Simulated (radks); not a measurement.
Neutral vanadium inside a hard spherical wall (all orbitals vanish at R), configuration held at [Ar] 3d3 4s2 and not refilled when levels cross. All-electron calculation, scalar-relativistic Kohn-Sham, PBE, spin-polarised, spherical densities, point nucleus; open shells are filled with parallel spins first. Program: a radial shooting solver on a logarithmic mesh with Libxc functionals. Eigenvalues in eV for spin up, with the zero of energy where the potential of the charges vanishes at infinity; a dash marks a level that is unbound or too diffuse for the functional's potential to be trusted. A positive occupied level is held by the wall or, in an anion where self-interaction has pushed it up, behind a barrier. The pressure on the wall is -dE/dV.

R (bohr)  E (hartree)  kinetic (hartree)    e(3s)    e(3p)   e(3d)   e(4s)  e(4p, empty)  e(5s, empty)  pressure (GPa)
free       -949.07138            957.872  -71.154  -44.960  -6.003  -4.976        -1.570             -               0
20         -949.07138            957.872  -71.154  -44.960  -6.003  -4.976        -1.570             -        < 0.0001
10         -949.07064            957.879  -71.093  -44.899  -5.945  -4.929        -1.435         1.788          0.0188
8          -949.06503            957.919  -70.823  -44.630  -5.688  -4.704        -0.998         4.397           0.247
5          -948.91430            958.579  -67.922  -41.760  -2.990  -1.500         3.778        22.860            16.3
4          -948.57363            959.770  -64.353  -38.276   0.414   4.016        11.032        46.008            88.2
3.5        -948.13940            961.178  -61.154  -35.169   3.643  10.306        18.833        68.722             232
1.5        -916.97545           1047.628   24.822   55.205  101.95  296.87        310.71        725.97           84400
